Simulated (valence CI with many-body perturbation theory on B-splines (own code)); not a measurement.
**Valence orbitals of Pt XXXVII**

Method: configuration interaction combined with many-body perturbation theory (CI+MBPT): six valence electrons over a frozen Dirac-Fock core [Kr], radial functions for each j: 7 s, 7 p, 8 d, 6 f, 4 g, 1 h, with the one-electron correlation potential Σ1, the two-electron term Σ2, the three-electron term Σ3, Breit, model QED; selected CI, second order for the rest, scaled by the run's own slope (own B-spline code, finite nucleus).

No measured spectrum was set against this ion. As an estimate, large intervals hold to a few tenths of a per cent, small ones and those within an open d or f shell to about a per cent. Core correlation moves these levels by up to 9300 cm⁻¹, and in measured spectra 5 to 20 % of such shifts remained as error; rates that hang on mixing are uncertain with them. Among the levels kept, up to 720 cm⁻¹ of a level comes from second order outside the variational space, and about a tenth of that is noise between levels of different J, which matters for small intervals. Only levels of the ground parity were solved; by the run's estimate the other parity begins above the list, which can be wrong where configurations are misplaced.

These are the spectroscopic orbitals of the CI (the correlating ones are not listed), shaped by the core and the other valence electrons. h is the expectation value of the core's Dirac-Fock operator, without the valence repulsion; Σ1 is computed up to l = 3 at one energy for each symmetry, that of its lowest orbital but kept below the first core excitation, so for empty shells it is not the orbital's own correlation shift; Breit and QED include the response of the core.

```tsv
Orbital	h (hartree)	Σ1 (cm⁻¹)	Breit (cm⁻¹)	QED (cm⁻¹)	⟨r⟩ (bohr)
5s1/2	-49.13	-11099	5432	4167	0.6853
6s1/2	-31.958	-4416	2896	2247	1.054
7s1/2	-22.476	-2296	1682	1328	1.507
5p1/2	-47.147	-11123	8294	144	0.6941
6p1/2	-30.887	-4578	4535	83.3	1.071
7p1/2	-21.833	-2421	2672	51.0	1.533
5p3/2	-45.213	-9658	4693	491	0.7268
6p3/2	-29.863	-4132	2617	276	1.109
7p3/2	-21.224	-2220	1719	167	1.578
4d3/2	-71.232	-22981	9447	-915	0.3978
5d3/2	-42.119	-10473	3990	-314	0.7284
6d3/2	-28.179	-4798	2138	-163	1.133
4d5/2	-70.277	-22068	5643	-422	0.4046
5d5/2	-41.702	-10292	2461	-115	0.7366
6d5/2	-27.953	-4706	1331	-57.7	1.143
4f5/2	-62.491	-46382	2436	-775	0.3762
5f5/2	-38.384	-10155	1167	-269	0.7322
4f7/2	-62.238	-40882	182	-594	0.3790
5f7/2	-38.268	-9863	254	-194	0.7351
5g7/2	-35.836		-133	-111	0.6948
5g9/2	-35.799		-333	-82.8	0.6960
```

Among the shells of the start configuration 4d6, Σ1 is largest in size for 4d3/2, where it is 0.15 % of h.

Lowest root of each symmetry, sizes in configuration state functions:

```
J  Parity  Roots  Reference  Variational  Second order  Change by selected CI (cm⁻¹)  Change by second order (cm⁻¹)
0    even      5         76        28588        565320                        -15390                            -46
1    even      4        168        33187       1411703                        -13320                           -134
2    even      8        273        33382       2307170                        -13830                           -535
3    even      6        300        31888       2761400                        -12600                           -471
4    even      7        321        32936       3020202                        -13028                           -597
5    even      2        272        30353       2246310                        -13884                           -450
6    even      2        232        30639       2190195                        -13904                           -267
```
